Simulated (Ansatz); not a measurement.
H5SbSi (`[SiH3][SbH2]`). Charge 0, multiplicity 1. Sb takes the def2 core potential.

```xyz
7

Si    0.058    0.142   -0.939
Sb    0.771   -0.445    1.463
H     0.306   -1.036   -1.811
H     0.896    1.272   -1.421
H    -1.374    0.524   -1.037
H    -0.631   -1.398    1.677
H    -0.025    0.940    2.069
```

**Question.** What are the harmonic wavenumbers in cm⁻¹ at PBE0-D4/def2-TZVP (Ansatz, finite differences of forces, unscaled)? (Best estimate.)

**Answer.** The calculation gave: 126, 309, 388, 403, 599, 628, 827, 865, 939, 942, 1961, 1967, 2216, 2230, 2235.

**Question.** Is this a minimum?

**Answer.** Yes, all 15 modes are real.

**Question.** Give the ideal-gas thermochemistry at 298.15 K and 1 bar (rigid rotor, harmonic oscillator; point group Cs, symmetry number 1).

**Answer.** Zero-point energy 99.5 kJ/mol; H(298) − E = 115.3 kJ/mol; entropy 306.1 J/(mol·K), of which translation 171.7, rotation 101.8, vibration 32.5; G(298) − E = 24.1 kJ/mol.
